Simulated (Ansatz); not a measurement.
`[OH][Ge@H]1[SiH2][Si@H]1F` + H₂ → `F[SiH]1[SiH2][GeH2]1` + H₂O at 700 K and 1 bar (hydrogenolysis of a Ge–O bond).

Calculated with Ansatz (gas phase, PBE0-D4/def2-TZVP geometries, no zero-point term in ΔE). CCSD(T)/CBS is the MP2 limit (def2-TZVPP, def2-QZVPP) plus CCSD(T) − MP2 in def2-TZVPP, frozen cores. This one scheme is used for every species. For Ge outer-core shells are correlated without core-valence functions, which leaves a few kJ/mol of doubt a bond. Scalar relativity is left out up to krypton. One conformer a species, not always the lowest.

```csv
species,CCSD(T)/CBS energy (Eh),H − E (kJ/mol),S (J/(mol·K))
`[OH][Ge@H]1[SiH2][Si@H]1F`,-2832.28284,222.6,521.5
H₂,-1.17544,46.8,155.3
`F[SiH]1[SiH2][GeH2]1`,-2757.08542,193.7,475.0
H₂O,-76.37941,80.5,218.4
```

H − E and S are ideal-gas, rigid-rotor, harmonic terms from PBE0-D4/def2-TZVP, for one conformer and one mirror image of each species. For small species the MP2-based limit differs from directly extrapolated CCSD(T) by up to some mEh (0.8 for H₂); such offsets cancel only in part. 1 Eh = 2625.50 kJ/mol, R = 8.31446 J/(mol·K).

Task: By hand: ΔE, ΔH, ΔS and ΔG.

Result: ΔE = (-2757.08542) + (-76.37941) − (-2832.28284) − (-1.17544) = -0.00655 Eh = -17.2 kJ/mol. Δ(H − E) = 193.7 + 80.5 − 222.6 − 46.8 = 4.8, so ΔH = -12.4 kJ/mol. ΔS = 475.0 + 218.4 − 521.5 − 155.3 = 16.6 J/(mol·K). ΔG = -12.4 − 700 × (16.6)/1000 = -24.0 kJ/mol.

Task: By hand: the equilibrium constant, and the temperature at which ΔG would vanish if ΔH and ΔS stayed fixed.

Result: log₁₀ K = −ΔG/(RT ln 10) = 1.8. ΔH and −TΔS have one sign here, so there is no such temperature.

TΔS isn't small against ΔH here. A doubt of 5 kJ/mol in ΔE shifts log₁₀ K by 0.4 here. Other conformers and mirror images would add mixing entropy, several J/(mol·K) or more a flexible species. These are equilibria of isolated gas molecules and say nothing of rates. Largest T1 diagnostic: 0.014 (customary marks: 0.02 for closed shells, 0.045 for open ones).
